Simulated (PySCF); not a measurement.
bromine monochloride (BrCl), SMILES ClBr. Geometry: B3LYP-D3(BJ)/def2-TZVP.

TDDFT-B3LYP/def2-TZVPD (PySCF) puts the lowest singlet excitations at 2.97, 2.97, 5.35, 5.35, 7.75, 7.75 eV and the lowest triplet (TDA) at 2.23 eV.

Problem. What are the lowest singlet roots from EOM-CCSD/aug-cc-pVDZ (PySCF)? (Estimate from the structure and the level; the computed values follow.)

Solution. 3.30, 3.30, 5.69, 5.69, 8.39, 8.39 eV; triplets 2.55, 2.55, 5.17 eV. S1 differs by 0.33 eV (second minus first; roots are paired by order, and the bases may differ).
